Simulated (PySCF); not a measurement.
## C₆ coefficients of unlike pairs at PBE

Calculated with PySCF 2.14 from the dipole response of each species, C₆(A,B) = (3/π) ∫ α_A(iu) α_B(iu) du, in atomic units, from isotropic polarisabilities. For ions this is the dispersion term alone; charge-induced terms of lower order in 1/R come first.

```
species      configuration                                                               basis      relativity  α (bohr³)  C₆ (like pair)
    Rb⁺          [Kr] (1S)                                        aug-cc-pVQZ-X2C (9s8p6d3f2g)   spin-free X2C      9.231           54.65
   Ar³⁺  [Ne] 3s2 3p3 (4S)                                            dyall-acv3z (19s12p6d4f)            none      3.606           9.784
     Cs      [Xe] 6s1 (2S)  def2-QZVPPD with the def2 core potential (46 electrons) (6s5p4d3f)  core potential      463.0            8439
   Sc²⁺      [Ar] 3d1 (2D)                                         aug-cc-pwCVTZ (10s9p7d4f3g)            none      5.110           15.00
```

Problem. Estimate C₆ for Cs with Ar³⁺.

Solution. The integral gives 148.1. The combination rule 2 C_A C_B / (C_A α_B/α_A + C_B α_A/α_B) gives 124.9 and the geometric mean 287.3.

No spin-orbit coupling is included.

The other pairs:

```csv
pair,C₆
"Ar³⁺, Rb⁺",23.02
"Sc²⁺, Ar³⁺",12.07
"Sc²⁺, Rb⁺",28.37
"Sc²⁺, Cs",197.6
"Cs, Rb⁺",371.0
```
